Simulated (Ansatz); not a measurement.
`F[CH2][GeH2][SH]` → `[CH2]F`• + `[SH][GeH2]`•  (homolysis of the C–Ge bond)

Isolated molecules relaxed with PBE0-D4/def2-TZVP in Ansatz; ΔE leaves out vibrations. CCSD(T)/CBS is the MP2 limit (def2-TZVPP, def2-QZVPP) plus CCSD(T) − MP2 in def2-TZVPP, frozen cores. This one scheme is used for every species. DFT in def2-TZVPP. Open shells (•) are unrestricted, without spin–orbit coupling. For Ge outer-core shells are correlated without core-valence functions, which leaves a few kJ/mol of doubt a bond. Scalar relativity is left out up to krypton. Each species was taken in one conformer, which may not be the lowest.

Q: What is ΔE at CCSD(T)/CBS? (Estimate.)

A: Computed: +3.36 eV.

Q: What do these levels give: PBE-D4, ωB97M-V, B2PLYP, PBE, r2SCAN, PBE0, HF/def2-TZVPP, CCSD/def2-TZVPP, SCS-MP2/def2-QZVPP, HF/CBS(def2), MP2/CBS(def2), CCSD/CBS(def2)? (An estimate is asked.)

A: The calculation gave: PBE-D4 3.09, ωB97M-V 3.24, B2PLYP 3.09, PBE 3.01, r2SCAN 2.95, PBE0 3.05, HF/def2-TZVPP 2.19, CCSD/def2-TZVPP 3.19, SCS-MP2/def2-QZVPP 3.44, HF/CBS(def2) 2.17, MP2/CBS(def2) 3.50, CCSD/CBS(def2) 3.28 eV.

Largest T1 diagnostic among the species: 0.015.

The D4 term adds +0.12 eV with B3LYP and +0.07 eV with PBE0; it sums over pairs of atoms, weighted by their polarisabilities, and B3LYP, whose exchange is more repulsive, gets the larger term. From PBE to PBE0 (25 % exact exchange), in def2-TZVPP and without D4, ΔE moves by +0.04 eV.

B3LYP here is the variant with VWN-RPA as its local correlation; programs differ in this.
